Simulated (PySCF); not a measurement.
Species: C5H9NO2.
Cartesian coordinates in Å at the GFN2-xTB level; atoms count from 1:
```
atom  x, y, z in Å
O1     3.352   -0.808   -1.368
C2     3.187   -0.120   -0.392
N3     2.062    0.554   -0.097
C4     0.877    0.484   -0.930
C5    -0.280   -0.104   -0.183
C6    -1.485    0.439   -0.127
C7    -2.661   -0.143    0.602
O8    -2.421   -1.377    1.226
H9     3.972    0.036    0.372
H10    1.994    1.079    0.760
H11    0.624    1.481   -1.305
H12    1.149   -0.157   -1.776
H13   -0.065   -1.026    0.339
H14   -1.696    1.369   -0.638
H15   -3.507   -0.222   -0.102
H16   -2.965    0.540    1.403
H17   -2.143   -2.013    0.558
```

Theory: TDDFT B3LYP/def2-SVPD, vertical, gas phase, core orbitals frozen in the response (PySCF).

Transition dipole moments from the ground state, in atomic units and in the frame of the coordinates above (overall signs are arbitrary), for the states with f of 0.002 or more among the lowest 7:

```csv
state,E (eV),μx,μy,μz
S1,5.691,-0.188,0.098,-0.016
S2,6.305,0.865,-0.096,-0.147
S3,6.423,-0.021,-0.225,-0.080
S4,6.489,-0.675,0.045,0.159
S5,6.676,0.416,-0.078,-0.040
S6,6.702,0.678,0.036,0.011
S7,6.769,0.144,0.074,0.187
```

What oscillator strength does each state have?

f = (2/3) ΔE |μ|² with ΔE in hartree (27.2114 eV).

```json
{"state": "S1", "|μ|² (au)": "0.045", "|μ| (D)": "0.54", "f": "0.006"}
{"state": "S2", "|μ|² (au)": "0.779", "|μ| (D)": "2.24", "f": "0.120"}
{"state": "S3", "|μ|² (au)": "0.058", "|μ| (D)": "0.61", "f": "0.009"}
{"state": "S4", "|μ|² (au)": "0.483", "|μ| (D)": "1.77", "f": "0.077"}
{"state": "S5", "|μ|² (au)": "0.181", "|μ| (D)": "1.08", "f": "0.030"}
{"state": "S6", "|μ|² (au)": "0.461", "|μ| (D)": "1.73", "f": "0.076"}
{"state": "S7", "|μ|² (au)": "0.061", "|μ| (D)": "0.63", "f": "0.010"}
```

Which bond between heavy atoms lies closest to the direction of the S2 transition dipole?

C5–C6, at 19° from it; next C2–N3 at 24°.

What angle do the transition dipoles of S6 and S7 make?

|cos θ| = |μa·μb| / (|μa| |μb|) = 0.61, so θ ≈ 52° (taken between 0 and 90°, since the signs are arbitrary).

How is the summed strength of these states shared among x, y and z?

(2/3) Σ ΔE μα² gives 0.300 for x, 0.013 for y and 0.014 for z, 0.328 in all.

What peak molar absorption coefficient would the strongest computed level give as a lone Gaussian band 0.3 eV wide at half height?

ε(max) = 2.175×10⁸ f / FWHM, with the width in cm⁻¹. S2: 2.175×10⁸ × 0.1203 / 2420 ≈ 11000 L mol⁻¹ cm⁻¹.

One conformer stands for the species.
